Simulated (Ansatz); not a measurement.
The same redistribution along the group B, Al, Ga, In.

Program: Ansatz. Geometries: PBE0-D4/def2-TZVP. ΔE: electronic, gas phase. CBS: MP2 limit from def2 TZ/QZ plus the TZ coupled-cluster correction, frozen cores. This one scheme is used for every species. Functionals use def2-TZVPP. Elements past krypton have def2 core potentials. For Br, Ga, In outer-core shells are correlated without core-valence functions, which leaves a few kJ/mol of doubt a bond. Scalar relativity is left out up to krypton. Each species was taken in one conformer, which may not be the lowest.

| reaction | ωB97X-V (eV) | r2SCAN-D4 (eV) | CCSD(T)/CBS(def2) (eV) |
| --- | --- | --- | --- |
| `FB(F)S` + `Cl[Si]Br` → `FB(F)Br` + `S[Si]Cl` | 0.22 | 0.20 | 0.19 |
| `[F][Al]([F])[SH]` + `Cl[Si]Br` → `[F][Al]([F])[Br]` + `S[Si]Cl` | -0.19 | -0.20 | -0.21 |
| `[F][Ga]([F])[SH]` + `Cl[Si]Br` → `[F][Ga]([F])[Br]` + `S[Si]Cl` | -0.06 | -0.05 | -0.03 |
| `[F][In]([F])[SH]` + `Cl[Si]Br` → `[F][In]([F])[Br]` + `S[Si]Cl` | -0.12 | -0.11 | -0.10 |

Largest T1 diagnostic: 0.016, for `[F][In]([F])[SH]`.
